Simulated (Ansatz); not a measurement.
Consider the formal exchange of groups at a Ge–Ge bond: `[SiH3][GeH2][GeH2][SiH2][GeH3]` + `[SiH3][SiH3]` → `[SiH3][SiH2][GeH2][SiH2][GeH3]` + `[SiH3][GeH3]`.

Computed with Ansatz on PBE0-D4/def2-TZVP structures; ΔE is electronic, products minus reactants. CBS: MP2 limit from def2 TZ/QZ plus the TZ coupled-cluster correction, frozen cores. Functionals use def2-TZVPP. B3LYP here is the variant with VWN-RPA as its local correlation; programs differ in this. HSE06 is defined as in plane-wave codes. For Ge outer-core shells are correlated without core-valence functions, which leaves a few kJ/mol of doubt a bond. Scalar relativity is left out up to krypton. Each species was taken in one conformer, which may not be the lowest.

```
             level  ΔE (kJ/mol)  difference from CCSD(T)/CBS
       LDA (SPW92)          8.4                         -6.5
            PBE-D4         10.4                         -4.5
           BLYP-D4         14.7                         -0.2
         r2SCAN-D4         11.8                         -3.1
            B97M-V          4.8                        -10.1
           PBE0-D4         11.3                         -3.6
          B3LYP-D4         15.0                          0.1
        r2SCANh-D4         12.2                         -2.7
        r2SCAN0-D4         12.8                         -2.1
          HSE06-D4         11.4                         -3.5
          BHLYP-D4         16.5                          1.6
      CAM-B3LYP-D4         14.3                         -0.6
           ωB97M-V         14.8                         -0.1
            B2PLYP         16.2                          1.3
          PBE-QIDH         14.0                         -0.9
               PBE         10.6                         -4.3
            r2SCAN         11.9                         -3.0
              PBE0         11.5                         -3.4
             B3LYP         15.3                          0.4
           r2SCANh         12.3                         -2.6
           r2SCAN0         12.9                         -2.0
             HSE06         11.6                         -3.3
             BHLYP         16.2                          1.3
         CAM-B3LYP         14.4                         -0.5
           LC-ωPBE         10.4                         -4.5
RPA@PBE/def2-TZVPP         16.5                          1.6
       HF/def2-SVP         14.1                         -0.8
      MP2/def2-SVP         15.0                          0.1
     CCSD/def2-SVP         13.4                         -1.5
  CCSD(T)/def2-SVP         13.2                         -1.7
     HF/def2-TZVPP         17.4                          2.5
    MP2/def2-TZVPP         18.7                          3.8
SCS-MP2/def2-TZVPP         18.5                          3.6
   CCSD/def2-TZVPP         16.4                          1.5
CCSD(T)/def2-TZVPP         15.8                          0.9
     HF/def2-QZVPP         16.9                          2.0
    MP2/def2-QZVPP         17.9                          3.0
SCS-MP2/def2-QZVPP         17.6                          2.7
      HF/CBS(def2)         16.8                          1.9
     MP2/CBS(def2)         17.8                          2.9
       CCSD(T)/CBS         14.9                            0
```

Largest T1 diagnostic among the species: 0.013.

Leaving LDA and LC-ωPBE aside and taking each functional with its dispersion term where it has one, the values spread over 11.7 kJ/mol, from B97M-V to BHLYP-D4.
